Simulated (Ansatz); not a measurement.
Geometry optimisation, RKS PBE0-D4/def2-SVP (Ansatz).

The input (input.yaml):

```yaml
crystal:
  periodic: [false, false, false]
  atoms:
    - { symbol: B, position_ang: [-1.33624, 0.59202, -1.34154] }
    - { symbol: Sn, position_ang: [0.55285, 0.78231, -0.16646] }
    - { symbol: O, position_ang: [0.47718, -1.27179, 1.07748] }
    - { symbol: H, position_ang: [-2.04721, -0.29936, -1.10395] }
    - { symbol: H, position_ang: [-1.55841, 1.39074, -2.15836] }
    - { symbol: H, position_ang: [0.78723, 1.69503, 1.25727] }
    - { symbol: H, position_ang: [2.11624, 0.31432, -0.64636] }
    - { symbol: H, position_ang: [1.28099, -1.60043, 1.4985] }
    - { symbol: H, position_ang: [-0.27264, -1.60284, 1.58342] }
total_charge: 1
basis:
  gaussian: { orbitals: def2-SVP }
hamiltonian:
  xc: pbe0
  dispersion: d4
relax:
  f_tol: 0.015
  max_steps: 40
```

Run as:

```bash
$ ansatz run input.yaml --threads 1 --pin off --max-ram 2048MiB --backend cpu --events-out ev --progress --plain --runs-dir out
```

**Question.** Where does it end, and by what steps?

**Answer.** It converged. Limits of this set-up: the dipole of an ion depends on the origin. After 6 steps the energy has fallen by 0.147 eV; H8 moved furthest, 0.13 Å.

| step | energy less start (eV) | largest force component (eV/Å) | accepted |
| --- | --- | --- | --- |
| 0 | 0.0000 | 0.805 | yes |
| 1 | -0.1010 | 0.393 | yes |
| 2 | -0.1457 | 0.125 | yes |
| 3 | -0.1467 | 0.049 | yes |
| 4 | -0.1471 | 0.030 | yes |
| 5 | -0.1472 | 0.033 | yes |
| 6 | -0.1472 | 0.005 | yes |

```xyz
9
Properties=species:S:1:pos:R:3
B -1.292 0.558 -1.296
Sn 0.588 0.721 -0.081
O 0.478 -1.201 1.082
H -2.047 -0.352 -1.084
H -1.494 1.397 -2.131
H 0.697 1.762 1.260
H 2.108 0.315 -0.725
H 1.256 -1.685 1.397
H -0.293 -1.515 1.578
```

Whether the end is a true minimum wasn't checked by a vibrational analysis.

The run took 48 s on 1 CPU thread of a shared host.
